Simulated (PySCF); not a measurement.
CH4AlClOSe, SMILES C[O][Al]([Cl])[SeH]. Atoms are numbered in the order given.

```xyz
9

Al     0.0383     0.4244     0.0000
Cl     1.9765     1.2237     0.0000
O     -1.3001     1.4411     0.0000
C     -1.5939     2.8103     0.0000
H     -2.1884     3.0727    -0.8920
H     -0.6808     3.4334     0.0000
H     -2.1884     3.0727     0.8920
Se    -0.3007    -1.8297     0.0000
H      1.1451    -2.0791     0.0000
```

Coordinates come from a ωB97X-D3(BJ)/def2-SVP optimisation. One conformer was computed; it need not be the lowest.

The numbers are results of HF/def2-TZVP (PySCF), not measurements.

ESP charges are fitted to the potential on shells at 1.4 to 2.0 van der Waals radii. Atomic charges (e):

```tsv
atom	ESP fit	Löwdin
Al1	___	-0.53
Cl2	-0.28	0.27
O3	___	0.02
C4	-0.01	-0.32
H5	0.05	0.10
H6	0.05	0.10
H7	0.05	0.10
Se8	___	0.20
H9	0.13	0.06
```

Q: Fill in the missing entries. (Estimate from the structure and the level; the computed values follow.)

A: 
- Al1, ESP fit: 0.69
- O3, ESP fit: -0.36
- Se8, ESP fit: -0.32
